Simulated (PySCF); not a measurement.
AlGeH5O2S, SMILES [OH][Al]([OH])[S][GeH3].

The structure is a stationary point at B3LYP-D3(BJ)/def2-SVP. The structure was generated by enumeration; whether it is a known compound was not checked. Other conformers were not sampled.

Calculation: B3LYP-D3(BJ)/def2-SVP in PySCF.

Frequencies are harmonic and unscaled.

Give all harmonic wavenumbers and intensities. (Estimate from the structure and the level; the computed values follow.)


| mode | ν (cm⁻¹) | IR (km/mol) | Raman (Å⁴/amu) | depolarisation | moving atoms (share of kinetic energy) |
|---|---|---|---|---|---|
| 1 | 34 | 2.6 | 0.0 | – | O 53 %, S 28 %, Ge 10 %, H 9 % |
| 2 | 82 | 2.7 | 0.2 | 0.55 | O 44 %, Ge 30 %, S 11 % |
| 3 | 124 | 0.0 | 0.0 | – | H 96 % |
| 4 | 179 | 4.5 | 4.3 | 0.42 | O 47 %, Al 24 %, Ge 16 %, H 11 % |
| 5 | 223 | 23.4 | 1.0 | 0.73 | O 53 %, H 19 %, S 17 %, Al 10 % |
| 6 | 243 | 5.7 | 0.4 | 0.75 | Al 62 %, O 17 %, H 16 % |
| 7 | 304 | 215.3 | 1.6 | 0.75 | H 83 %, O 14 % |
| 8 | 322 | 67.4 | 1.9 | 0.75 | H 85 %, O 13 % |
| 9 | 389 | 64.1 | 11.4 | 0.11 | S 69 %, Ge 26 % |
| 10 | 459 | 11.5 | 6.1 | 0.14 | S 44 %, Al 22 %, O 17 %, H 16 % |
| 11 | 550 | 107.1 | 1.2 | 0.54 | H 82 %, O 16 % |
| 12 | 569 | 213.2 | 4.8 | 0.64 | H 69 %, O 27 % |
| 13 | 571 | 14.0 | 11.0 | 0.75 | H 94 % |
| 14 | 589 | 94.5 | 9.1 | 0.35 | H 82 %, S 8 % |
| 15 | 809 | 277.2 | 2.5 | 0.46 | O 43 %, H 29 %, Al 27 % |
| 16 | 853 | 103.7 | 20.1 | 0.48 | H 78 %, O 11 %, Al 9 % |
| 17 | 876 | 47.2 | 30.1 | 0.75 | H 99 % |
| 18 | 877 | 46.7 | 22.1 | 0.75 | H 98 % |
| 19 | 952 | 121.3 | 1.6 | 0.75 | Al 49 %, O 44 % |
| 20 | 2136 | 96.3 | 270.2 | 0.08 | H 99 % |
| 21 | 2146 | 91.0 | 146.2 | 0.41 | H 99 % |
| 22 | 2151 | 110.8 | 91.1 | 0.75 | H 98 % |
| 23 | 3928 | 114.2 | 150.5 | 0.38 | H 94 % |
| 24 | 3931 | 100.0 | 126.7 | 0.19 | H 94 % |
